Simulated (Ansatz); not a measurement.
Basis sets compared for Si19AsH32⁻. Total charge -1; singlet. Geometry PBE-D4/def2-SVP. Ansatz on 2 threads of AMD EPYC 7R13 on a shared host and a share (18 GiB) of an NVIDIA H100 80GB HBM3; times are rough, and most runs start from earlier orbitals.

Cartesian coordinates in Å:
```
Si 2.1640 -3.3589 1.4916
Si 0.2560 1.7654 4.8068
Si 0.2265 3.4549 1.2238
As 1.3154 0.0766 1.5322
Si -1.6296 -2.0993 0.5121
Si -1.9878 0.1421 1.1661
Si 0.3029 -0.7003 -1.7705
Si 0.8698 -4.2204 -1.9019
Si -1.1028 2.6678 -2.1327
Si -3.5020 -0.1151 -2.8027
Si 1.8701 0.3342 3.8571
Si 3.1758 -1.3032 1.0091
Si 0.1635 -3.6278 0.2798
Si 2.1990 2.2130 0.9621
Si -0.0154 3.7456 3.5494
Si -1.5025 2.2460 0.1614
Si 1.6672 -2.2438 -2.9211
Si 0.6515 1.3112 -2.9453
Si -1.5010 -1.3009 -3.2092
Si -3.0842 2.1464 -3.2871
H 3.0545 -4.5496 1.2116
H 1.9070 -3.3449 2.9820
H 0.6392 2.1499 6.2205
H -1.0608 1.0368 4.8904
H 0.3098 4.8376 0.6122
H -2.4306 -2.7388 1.6520
H -2.5133 -2.3517 -0.6850
H -1.6778 0.3074 2.6371
H -3.5088 0.1394 1.1360
H 1.8988 -5.3167 -1.7047
H -0.2766 -4.8578 -2.6494
H -0.8618 4.1654 -2.1894
H -3.9389 -0.1682 -1.3577
H -4.6691 -0.6207 -3.6264
H 3.2516 0.8869 4.1276
H 1.7850 -1.0118 4.5380
H 4.3869 -1.0167 1.8696
H 3.5607 -1.1299 -0.4335
H -0.4092 -4.8957 0.9011
H 3.3209 2.6669 1.8693
H 2.7083 2.1894 -0.4531
H 1.0603 4.7068 4.0112
H -1.3408 4.3841 3.9002
H -2.7493 3.0374 0.5198
H 3.1462 -2.1610 -2.5985
H 1.5882 -2.3953 -4.4298
H 1.9529 2.0146 -2.6198
H 0.5489 1.3327 -4.4603
H -1.8535 -2.7714 -3.1190
H -1.2525 -1.0553 -4.6883
H -4.2239 3.0536 -2.8689
H -2.8890 2.3430 -4.7757
```

The 6-31G sets use Cartesian d functions. B3LYP takes the VWN-RPA correlation. Single mean-field runs in def2-SVP, def2-TZVP are fitted with def2-universal-jkfit.

```csv
level,functions,energy (Eh),HOMO (eV),LUMO (eV),wall time
HF/STO-3G,221,-7654.5725,-0.30,10.47,2.6 s
HF/6-31G,340,-7741.2505,-4.34,4.46,5 s
PBE-D4/def2-SVP,534,-7750.5945,-1.95,0.74,4.2 s
B3LYP-D4/6-31G,340,-7755.0931,-2.26,1.62,6.5 s
B3LYP-D4/def2-SVP (with forces),534,-7754.2506,-2.55,1.38,6 s
PBE0-D4/def2-SVP,534,-7751.2324,-2.75,1.40,4 s
```

(1) Estimate the rows for PBE-D4/def2-TZVP, PBE0-D4/def2-TZVP.

Answers

(1) 
```csv
level,functions,energy (Eh),HOMO (eV),LUMO (eV),wall time
PBE-D4/def2-TZVP,943,-7752.7766,-2.07,0.53,7 s
PBE0-D4/def2-TZVP,943,-7753.3912,-2.81,1.23,9.5 s
```
